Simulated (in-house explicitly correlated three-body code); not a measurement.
The numbers below are computed, except where a source is named.
# Two electrons around a charge Z: the exact Kohn-Sham energy parts

The exact non-relativistic ground state comes from a variational code in 260 exponentially correlated functions, the Kohn-Sham parts from inverting its density (past Z = 6 the correlation energy is taken as exact minus Hartree-Fock, equal to within microhartrees), and self-consistent runs (Hartree-Fock is restricted) from a B-spline radial code. Z may be fractional; the second electron is bound down to Z = 0.911.

E_c tends to a constant and T_c to −E_c as Z grows.

| Z | E (Eh) | E_x (Eh) | E_c (mEh) | T_c (mEh) | −T_c/E_c | binding (eV) |
| --- | --- | --- | --- | --- | --- | --- |
| 1.03 | -0.569694 | -0.40279 | -41.39 | 28.42 | 0.687 | 1.068 |
| 1.075 | -0.636114 | -0.43423 | -40.88 | 29.14 | 0.713 | 1.586 |
| 1.195 | -0.833424 | -0.51422 | -40.47 | 30.72 | 0.759 | 3.249 |
| 1.295 | -1.020039 | -0.57897 | -40.54 | 31.81 | 0.785 | 4.94 |
| 1.44 | -1.326257 | -0.67156 | -40.83 | 33.15 | 0.812 | 7.877 |
| 1.56 | -1.611503 | -0.74760 | -41.12 | 34.08 | 0.829 | 10.74 |
| 1.74 | -2.093362 | -0.86114 | -41.55 | 35.27 | 0.849 | 15.77 |
| 1.88 | ? | ? | ? | ? | ? | ? |
| 2.06 | -3.109920 | -1.06223 | -42.22 | 36.91 | 0.874 | 26.89 |
| 2.34 | -4.167320 | -1.23780 | -42.70 | 38.01 | 0.890 | 38.9 |
| 2.52 | ? | ? | ? | ? | ? | ? |
| 2.8 | -6.244733 | -1.52588 | -43.30 | 39.36 | 0.909 | 63.26 |

**Question.** What belongs in the row Z = 1.88?

**Answer.** E (Eh): -2.512920; E_x (Eh): -0.94920; E_c (mEh): -41.86; T_c (mEh): 36.05; −T_c/E_c: 0.861; binding (eV): 20.29.

**Question.** What belongs in the row Z = 2.52?

**Answer.** E (Eh): -4.929839; E_x (Eh): -1.35056; E_c (mEh): -42.96; T_c (mEh): 38.59; −T_c/E_c: 0.898; binding (eV): 47.75.

**Question.** Where is correlation strongest relative to exchange?

**Answer.** E_c/E_x falls from 0.103 at Z = 1.03 to 0.0284 at Z = 2.8, since exchange grows as Z while correlation stays near −0.045 hartree. The smaller −T_c/E_c at low Z marks the more static, in-out correlation of a loosely bound pair.
